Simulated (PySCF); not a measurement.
Te(F)(SH) (FHSTe), SMILES F[Te]S. The structure is a stationary point at B3LYP-D3(BJ)/def2-TZVP. The def2 effective core potentials stand for the cores of Te; spin–orbit coupling is left out. The values are those of a single conformer.

Computed equilibrium geometry at B3LYP-D3(BJ)/def2-TZVP (PySCF confirms it by a frequency run) as bond lengths and angles (one conformer of several):
Atoms: Te1 F2 S3 H4. Bonds (Å): Te1–F2 1.936, Te1–S3 2.358, S3–H4 1.347. Bond angles (°): F2–Te1–S3 99.6, Te1–S3–H4 98.6.
